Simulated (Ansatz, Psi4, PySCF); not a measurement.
C2H (SMILES [C]#C), doublet (typed; the unrestricted solution is spin-contaminated), at a GFN2-xTB geometry. Base run: CCSD(T)/6-31G** run with PySCF.

Input for PySCF:
```python
from pyscf import gto, scf, cc

mol = gto.Mole()
mol.atom = '''
    C    -0.000000   -0.000000   -0.468661
    C     0.000000    0.000000    0.723271
    H    -0.000000   -0.000000   -1.527659
'''
mol.basis = '6-31g**'
mol.charge = 0
mol.spin = 1
mol.verbose = 4
mol.build()

mf = scf.UHF(mol)
mf.kernel()

mycc = cc.CCSD(mf)
mycc.kernel()
et = mycc.ccsd_t()
print('E(CCSD(T)) = %.10f' % (mycc.e_tot + et))
```

The same geometry, method and basis name were run in Ansatz (a program for electronic structure) and Psi4 and PySCF, at each program's defaults and at the settings that a row names. The base is PySCF at its defaults. Differences at the defaults can come from grids, fitting, cores and function types together.

| code and settings | ΔE vs base (mEh) | basis functions | E (Eh) | SCF cycles |
|---|---|---|---|---|
| PySCF, defaults (exact integrals, spherical functions, all electrons correlated) | 0.000 | 33 | -76.39824 | 14 |
| Psi4, defaults (exact integrals, Cartesian functions, all electrons correlated) | -7.265 | 35 | -76.40550 | 16 |
| Ansatz, defaults (factorised integrals, Cartesian functions, frozen core) | 2.202 | 35 | -76.39603 | - |
| PySCF, frozen core | 4.768 | 33 | -76.39347 | 14 |
| Psi4, exact integrals, spherical functions, frozen core | 4.768 | 33 | -76.39347 | 16 |
| Ansatz, high accuracy, frozen core, Cartesian functions as the basis file defines them | 2.201 | 35 | -76.39603 | - |

Open shells are given as the SCF converged; they aren't shown to be the lowest states, and a large step between rows can be another state.
